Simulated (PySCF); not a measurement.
# Working out the ionisation energy of Mg⁺

Mg⁺ [Ne] 3s1 (2S) → Mg²⁺ [Ne] (1S). Calculation: PySCF 2.14, in ANO-RCC-VTZP (5s4p2d1f, 34 functions); the spin-free X2C one-electron Hamiltonian (Gaussian nucleus). Frozen: 1s2. Energies in hartree (1 hartree = 27.21139 eV):

```tsv
part	Mg⁺ (lower)	Mg²⁺ (upper)
UHF	-199.676792	-199.135240
CCSD correlation	-0.241790	-0.236174
(T)	-0.000915	-0.000767
```

Problem. What does Hartree-Fock give?

Solution. (-199.135240) − (-199.676792) = 0.541552 hartree = 14.736 eV.

Problem. What do CCSD and CCSD(T) give?

Solution. The CCSD correlation energies differ by 0.005616 hartree = 0.153 eV and the triples by 0.000148 hartree = 0.004 eV, so CCSD gives 14.889 eV and CCSD(T) 14.893 eV.

Measured between the centres of the two terms (NIST): 15.035 eV, so CCSD(T) (valence and next inner shell) is off by -0.142 eV.

What remains against the reference includes basis incompleteness, the frozen core and higher excitations.
